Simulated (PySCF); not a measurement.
# Stationary points of FTeN

All numbers come from PBE0/[Te def2-TZVP with ECP28, N def2-TZVP, F def2-TZVP], scalar-relativistic core potentials, density fitting, no spin–orbit coupling, PySCF.

Relaxations began from a few typed shapes. The search is not exhaustive: other isomers or separated fragments can lie lower, and high-lying points may rest on an excited occupation.

(1) Order these stationary points by electronic energy, lowest first, in kJ/mol from the lowest minimum.
A. singlet Cs: Te–F 1.939 Å, Te–N 1.789 Å; F–Te–N 108.6°
B. singlet C∞v: Te–F 2.083 Å, Te–N 1.813 Å; F–Te–N 180.0°

(2) Which of them are minima?

## Answers

(1) A (0.0), B (132.4).

(2) By energy in kJ/mol, 0.0: minimum; 132.4: saddle point, 2 imaginary modes.

Counting electrons, tellurium keeps 2 of its valence electrons outside its bonds, so the VSEPR class is AX2E1 and the expected shape is bent; with unlike ligands the computed point group is Cs.
